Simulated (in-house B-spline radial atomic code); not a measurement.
# Hf⁶⁺: [He] 2s1 2p6 3s2 3p6 3d10 4s2 (4p1/2)2 (4p3/2)3 4d10 4f14 5s2 5p6 (with a hole in an inner shell)

Computed with a B-spline radial code for spherical atoms: Dirac-Hartree-Fock, average of the jj configuration, Fermi nucleus of rms radius 5.347 fm.

Screening seen three ways: the hydrogenic charge with the same mean radius, Z_r = [3n² - l(l+1)]/(2<r>), the one with the same energy, Z_e = n√(-2ε), and Slater's rules. Values are occupation-weighted means over j. An effective charge above Z reflects the relativistic contraction of the inner shells.

| shell | electrons | ε (eV) | <r> (bohr) | Z_r | Z_e | Slater |
| --- | --- | --- | --- | --- | --- | --- |
| 1s | 2 | -66134 | 0.01899 | 79.01 | 69.72 | 71.70 |
| 2s | 1 | -11664 | 0.07966 | 75.32 | 58.56 | 68.20 |
| 2p | 6 | -10315 | 0.07096 | 70.46 | 55.07 | 68.20 |
| 3s | 2 | -2802.3 | 0.2058 | 65.59 | 43.05 | 61.60 |
| 3p | 6 | -2398.3 | 0.2052 | 60.92 | 39.83 | 61.60 |
| 3d | 10 | -1890.9 | 0.186 | 56.44 | 35.37 | 51.85 |
| 4s | 2 | -667.28 | 0.4624 | 51.90 | 28.01 | 45.60 |
| 4p | 5 | -536.54 | 0.4874 | 47.19 | 25.12 | 45.60 |
| 4d | 10 | -341.15 | 0.5214 | 40.28 | 20.03 | 34.85 |
| 5s | 2 | -163.45 | 1.084 | 34.58 | 17.33 | 16.20 |
| 4f | 14 | -127.91 | 0.5966 | 30.17 | 12.26 | 23.45 |
| 5p | 6 | -123.02 | 1.215 | 30.04 | 15.03 | 16.20 |

The least bound orbital is 5p3/2 at -119.5 eV, and it is also the most diffuse (<r> = 1.24 bohr). The part-filled 2s shell lies below the filled 5p shell in orbital energy.

For the 1s electron the small component carries 7.34 % of the norm, the zero-frequency Breit interaction raises the level by 216.3 eV, self-energy by 137.6 eV, and vacuum polarisation lowers it by 25.26 eV.
